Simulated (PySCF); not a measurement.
**Telling isomers of C$_{6}$H$_{11}$F apart by NMR**

- geometry from GFN2-xTB
- σ from GIAO-PBE0/pcSseg-1
- code: PySCF
- one averaged value for each set of equivalent atoms, one computed conformer, isolated molecule, non-relativistic Hamiltonian

Shifts are taken against calculated references (same method and geometry level): TMS for 1H (31.72 ppm), 13C (186.93 ppm). Splittings of carbon signals by F and P are missing where no couplings were computed. Where no couplings were computed, multiplicities follow the n + 1 count of equivalent neighbours, and m marks all less simple cases (inequivalent or close neighbours, rings, F or P nearby). Shifts are as computed. Against solution values, carbons near 30 ppm lie about +3 ppm off and those near 130 ppm about +5 ppm. Of 1309 compounds with measured shifts, 239 miss one by over three times the rms of a fit or turn the order of signals round; such compounds aren't used in these exercises.

(1) Tabulate the signals of `FC1CCCCC1`, `C=C(F)CC(C)C` and their relative energies.

(2) What is the quickest way to tell FC1CCCCC1 from C=C(F)CC(C)C?

## Answers

(1) 
```tsv
SMILES	carbon types	δC	δH	E rel. (kcal/mol)
FC1CCCCC1	1×CH 5×CH2	90.3, 35.3, 30.0, 24.3	4.98 (m, 1H), 2.10 (m, 2H), 1.84 (m, 2H), 1.77 (m, 1H), 1.53 (m, 2H), 1.24 (m, 2H), 1.14 (m, 1H)	0.0
C=C(F)CC(C)C	1×C 1×CH 2×CH2 2×CH3	177.6, 96.7, 46.7, 29.0, 24.1	4.81 (m, 1H), 4.40 (m, 1H), 1.98 (m, 2H), 1.81 (m, 1H), 0.99 (d, 6H)	21.5
```

Energies are electronic energies at PBE0/pcSseg-1 on these geometries, without zero-point or thermal terms, each for the one conformer computed, which needn't be the lowest.

(2) Count the carbon signals: 4 against 5. The first has an sp3 CH bonded to F at 90.3 ppm, the second a fully substituted alkene carbon (C) at 177.6 ppm.
